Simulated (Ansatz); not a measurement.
System: C$_{6}$H$_{11}$, net charge 0, doublet state. It need not be the lowest isomer of its formula. 
Structure (B3LYP-D3(BJ)/def2-TZVP (Ansatz, a first-principles code) minimum search):
```xyz
17

C      2.7798    -0.1710    -0.1258
C      1.4753     0.1070    -0.7896
C      0.5727     0.9820     0.0357
C     -0.5798     0.6418     0.6083
C     -1.2801    -0.6822     0.5524
C     -2.6257    -0.5969    -0.1771
H      3.6661    -0.3851    -0.7073
H      2.8342    -0.2714     0.9493
H      1.6578     0.5890    -1.7572
H      0.9674    -0.8370    -1.0320
H      0.9359     1.9944     0.1854
H     -1.1016     1.4089     1.1757
H     -1.4553    -1.0305     1.5762
H     -0.6518    -1.4363     0.0764
H     -3.2783     0.1439     0.2901
H     -2.4831    -0.3022    -1.2183
H     -3.1435    -1.5578    -0.1614
```
Charge 0, spin multiplicity 2.

Total electronic energies in hartree. Valence correlation only, unless marked. Open shells are spin-unrestricted. No spin-orbit coupling. No relativistic terms. CBS marks a two-point X^-3 extrapolation of the correlation energy; Hartree-Fock from the larger set. [CCSD(T)-MP2]/basis is that difference in the basis named.

```tsv
level	program	energy (Eh)
HF/6-31G*	Ansatz	-233.54365
HF/cc-pVDZ	Ansatz	-233.56333
HF/cc-pVTZ	Ansatz	-233.62739
BLYP/def2-TZVPD	Ansatz	-235.12376
revPBE-D4/def2-TZVPD	Ansatz + dftd4	-235.22678
r2SCAN/def2-TZVPD	Ansatz	-235.11071
PBE0/6-31G*	Ansatz	-234.87902
PBE0/def2-SVP	Ansatz	-234.71455
PBE0-D3(BJ)/def2-TZVP	Ansatz + dftd3	-234.97549
PBE0-D3(BJ)/def2-TZVPD	Ansatz + dftd3	-234.97623
BHLYP-D4/def2-TZVPD	Ansatz + dftd4	-235.12275
BHLYP/def2-TZVPD	Ansatz	-235.10962
PBE-QIDH/def2-TZVPD	Ansatz	___
RPA@PBE/cc-pVQZ	Ansatz	-235.38657
MP2/STO-3G	Ansatz	-231.04708
MP2/6-31G	Ansatz	-233.97152
SCS-MP2/cc-pVDZ	Ansatz	-234.37446
SCS-MP2/cc-pVTZ	Ansatz	-234.62666
CCSD/cc-pwCVTZ	Ansatz	-234.69744
CCSD(T)/6-31G*	Ansatz	-234.39321
CCSD(T)/cc-pVDZ	Ansatz	-234.48441
RI-MP2/CBS(cc-pVTZ,cc-pVQZ)+[CCSD(T)-MP2]/cc-pVDZ	Ansatz	-234.8506
RI-MP2/CBS(cc-pVTZ,cc-pVQZ)+[CCSD(T)-MP2]/cc-pVTZ	Ansatz	-234.8509
```

Question: Complete the blanks.

Answer: 
- PBE-QIDH/def2-TZVPD, energy (Eh): -234.92157
